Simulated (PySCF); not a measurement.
Selenium: a sound run and one with changed settings

Sound run: Se [Ar] 3d10 4s2 4p4, Se⁺ [Ar] 3d10 4s2 4p3. Calculation: PySCF 2.14, in pcseg-2; no relativity, point nucleus. The sound run starts from symmetry-adapted Hartree-Fock orbitals and uses a fine grid where one is needed.

Changed run: radial step 1.2 in ln r (0.13 in the sound run). This setting is unsound on purpose.

```
species  method  sound run (hartree)  changed run (hartree)  converged
     Se     UHF          -2399.84461            -2399.84461        yes
     Se    PBE0          -2401.24672            -2404.61292        yes
     Se     PBE          -2401.17542            -2405.83745        yes
    Se⁺     UHF          -2399.52875            -2399.52875        yes
    Se⁺    PBE0          -2400.89089            -2404.08508        yes
    Se⁺     PBE          -2400.81931            -2405.24772        yes
```

Ionisation energy of Se:

```json
{"method": "UHF", "sound run (eV)": "8.595", "changed run (eV)": "8.595"}
{"method": "PBE0", "sound run (eV)": "9.683", "changed run (eV)": "14.363"}
{"method": "PBE", "sound run (eV)": "9.690", "changed run (eV)": "16.047"}
```

A coarse radial grid mis-integrates the density and the exchange-correlation energy, with errors of either sign; Hartree-Fock needs no grid.

For comparison, NIST gives 9.752 eV between the lowest levels.
